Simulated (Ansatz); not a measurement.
The same silylene extrusion along the group Si, Ge, Sn.

Isolated molecules relaxed with PBE0-D4/def2-TZVP in Ansatz; ΔE leaves out vibrations. CCSD(T)/CBS is the MP2 limit (def2-TZVPP, def2-QZVPP) plus CCSD(T) − MP2 in def2-TZVPP, frozen cores. This one scheme is used for every species. Functionals use def2-TZVPP. Elements past krypton have def2 core potentials. For Br, Ge, Sn outer-core shells are correlated without core-valence functions, which leaves a few kJ/mol of doubt a bond. Scalar relativity is left out up to krypton.

| reaction | CCSD/CBS(def2) (kJ/mol) | B2PLYP (kJ/mol) | B97M-V (kJ/mol) | CCSD(T)/CBS(def2) (kJ/mol) |
| --- | --- | --- | --- | --- |
| `F[Si](F)(F)Br` → F₂ + `F[Si]Br` | 1000 | 968 | 964 | 987 |
| `[F][Ge]([F])([F])[Br]` → F₂ + `[F][Ge][Br]` | 708 | 689 | 692 | 699 |
| `[F][Sn]([F])([F])[Br]` → F₂ + `[F][Sn][Br]` | 595 | 561 | 575 | 590 |

Largest T1 diagnostic: 0.014, for `[F][Sn][Br]`.
